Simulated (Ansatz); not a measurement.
PBE exchange is replaced step by step with exact exchange (0 % is PBE, 25 % PBE0; no dispersion term), basis def2-SVP, Ansatz. System: KPbBr₃ (the lowest singlet isomer of a short search). Total charge 0; singlet. Geometry: B3LYP-D4/def2-SVP, each spin state at its own.

The relaxed triplet has other bonds than the singlet, so its gap is one between isomers. The relaxed quintet has other bonds than the singlet, so its gap is one between isomers.

Geometry of the singlet:

Cartesian coordinates in Å:
```
K 1.8329 0.0288 0.9987
Pb -1.4869 -0.0233 -0.8101
Br 0.7258 -1.5560 -1.5622
Br 0.0902 2.2639 -0.5051
Br -1.1620 -0.7134 1.8787
```

In the def2 sets Pb takes a core potential; there is no spin–orbit coupling. In the triplet, Br4 and Br5 lie 2.96 Å apart (atoms count from 1), so these atoms are partly bonded to each other. In the quintet, Br3 and Br4 lie 2.94 Å apart, Br4 and Br5 lie 2.94 Å apart (atoms count from 1), so these atoms are partly bonded to each other. The structure comes from a short search, and lower isomers may exist.

| exact exchange (%) | HOMO (eV) | LUMO (eV) | gap (eV) | triplet − singlet (kJ/mol) | quintet − singlet (kJ/mol) |
| --- | --- | --- | --- | --- | --- |
| 10 | -6.44 | -1.48 | 4.96 | 284.1 | 578.3 |
| 15 | -6.70 | -1.36 | 5.34 | 285.4 | 581.3 |
| 40 | -7.92 | -0.76 | 7.15 | 291.7 | 595.4 |
